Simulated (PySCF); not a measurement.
Computed shifts of a molecule C6H6O, PBE/pcSseg-1 in PySCF, GIAO, gas phase, equivalent atoms averaged, in ppm (number of nuclei): ¹³C: 158.6 (4), 93.2 (2). ¹H: 7.68 (4), 5.69 (2). References: ¹³C against TMS (σ = 182.0 ppm); ¹⁷O against H2O (σ = 334.3 ppm); ¹H against TMS (σ = 31.49 ppm), references at their B3LYP-D3(BJ)/def2-TZVP geometries, non-relativistic. Geometry optimised at PBE-D3(BJ)/def2-SVP. Other conformers were not sampled.

### Question
Which molecule gave these data?
A. C#CC1CC(=O)C1
B. C1=C[C@H]2C=C[C@@H]1O2
C. C#C/C=C1/CCO1
D. C#C[C@@H]1OC=C1C

### Answer
B, C1=C[C@H]2C=C[C@@H]1O2
